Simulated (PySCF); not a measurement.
C3H3, SMILES c1[cH+]c1, charge +1. Heavy atoms are numbered as in [cH:1]1[cH:2][cH+:3]1. Hydrogens are named by the atom that carries them.

The structure is a stationary point at PBE-D3(BJ)/def2-TZVP.

Computed with M06-2X/def2-TZVPD run with PySCF.

Mulliken values depend strongly on the basis, most of all with diffuse functions as here. Atomic charges (e), one atom of each kind:

| atom | IAO | Mulliken |
|---|---|---|
| C1 (CH) | … | -0.01 |
| H on C1 | … | 0.34 |

What belongs in the gaps? (Estimate from the structure and the level; the computed values follow.)


- C1 (CH), IAO: 0.07
- H on C1, IAO: 0.26
